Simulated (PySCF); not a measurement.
# Working out the ionisation energy of N⁺

N⁺ [He] 2s2 2p2 (3P) → N²⁺ [He] 2s2 2p1 (2P). Computed with PySCF 2.14 in x2c-QZVPPall (7s4p3d2f1g, 57 functions), with scalar relativity by spin-free X2C-1e. Frozen: nothing. Energies in hartree (1 hartree = 27.21139 eV):

| part | N⁺ (lower) | N²⁺ (upper) |
| --- | --- | --- |
| UHF | -53.923349 | -52.850162 |
| MP2 opposite-spin | -0.083084 | -0.075627 |
| MP2 same-spin | -0.016068 | -0.005615 |

Task: What does Hartree-Fock give?

Result: (-52.850162) − (-53.923349) = 1.073187 hartree = 29.203 eV.

Task: What do MP2 and SCS-MP2 (6/5 opposite-spin, 1/3 same-spin) give?

Result: The opposite-spin parts differ by 0.203 eV and the same-spin parts by 0.284 eV. MP2: 29.203 + (0.203) + (0.284) = 29.690 eV. SCS-MP2: 29.203 + 1.2 × (0.203) + (0.284)/3 = 29.541 eV.

A first-order spin-orbit estimate adds -0.003 eV to MP2 (valence and next inner shell), giving 29.687 eV against 29.601 eV (semi-empirical (NIST evaluation); NIST Atomic Spectra Database, ionization energies).

What remains against the reference includes basis incompleteness and correlation beyond second order.
